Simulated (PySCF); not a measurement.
```xyz
4
charge 0 multiplicity 1, angstrom
Sn    0.0172    0.0000    0.0527
N    -0.0370    0.0000    1.8721
O    -0.1404    0.0000   -1.8870
H     0.7131    0.0000   -2.3338
```

These are results of PBE0/[Sn def2-TZVP with ECP28, N def2-TZVP, O def2-TZVP, H def2-TZVP], scalar-relativistic core potentials, density fitting, no spin–orbit coupling, PySCF, not measurements.

This geometry of SnN(OH) is a stationary point at this level.

(1) What is the point group?

(2) Is it a minimum?

(3) What are the dipole moment and the gap between the highest occupied and lowest empty levels?

(4) Give the atomic charges and bond orders.

(5) Give the ideal-gas entropy at 298.15 K and 1 bar by parts.

## Answers

(1) Cs.

(2) Yes: all harmonic wavenumbers are real.

(3) 4.37 D and 3.96 eV.

(4) 
```json
{"atom": "Sn1", "Mulliken": "0.75", "Löwdin": "0.55", "polar tensor": "0.71", "Mayer order to Sn1": "–"}
{"atom": "N2", "Mulliken": "-0.48", "Löwdin": "-0.41", "polar tensor": "-0.36", "Mayer order to Sn1": "2.68"}
{"atom": "O3", "Mulliken": "-0.59", "Löwdin": "-0.30", "polar tensor": "-0.61", "Mayer order to Sn1": "0.97"}
{"atom": "H4", "Mulliken": "0.33", "Löwdin": "0.16", "polar tensor": "0.27", "Mayer order to Sn1": "0.02"}
```
Other Mayer orders above 0.3: O–H 0.88.

(5) translation 171.4, rotation 87.1, vibration 32.1, spin 0.0; total 290.7 J/(mol K).

Other isomers or separated fragments may lie lower.
